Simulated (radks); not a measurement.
Results of a calculation; reference values are marked as such.
Problem. The mean radii <r> (bohr) of the occupied orbitals of an atom or ion are listed with their occupations. Code: a radial shooting solver on a logarithmic mesh with Libxc functionals. Model: scalar-relativistic Kohn-Sham, PBE, spin-unpolarised, spherical densities, finite nucleus; Fermi nuclear charge, rms radius of each element as measured or else 0.836 A^(1/3) + 0.57 fm.

| orbital | occ. | <r> |
|---|---|---|
| 1s | 2 | 0.01835 |
| 2s | 2 | 0.07758 |
| 2p | 6 | 0.06944 |
| 3s | 2 | 0.2011 |
| 3p | 6 | 0.2013 |
| 3d | 10 | 0.1824 |
| 4s | 2 | 0.4496 |
| 4p | 6 | 0.4780 |
| 4d | 10 | 0.5113 |
| 5s | 2 | 1.068 |
| 5p | 6 | 1.249 |
| 4f | 14 | 0.6078 |
| 6s | 1 | 2.966 |
| 5d | 4 | 1.966 |
| 7f | 1 | 43.19 |

Name the element and its charge.

Solution. Z = 74, tungsten, charge 0: W in [Xe] 4f14 5d4 6s1 7f1. The 1s radius gives Z: for a bare nucleus <r> = (2 gamma + 1)/(2Z) with gamma = sqrt(1 - (Z/c)^2), 0.01813 bohr for Z = 74, and screening makes it slightly larger (0.01835 here). The occupations add up to 74, and the charge is Z minus that.
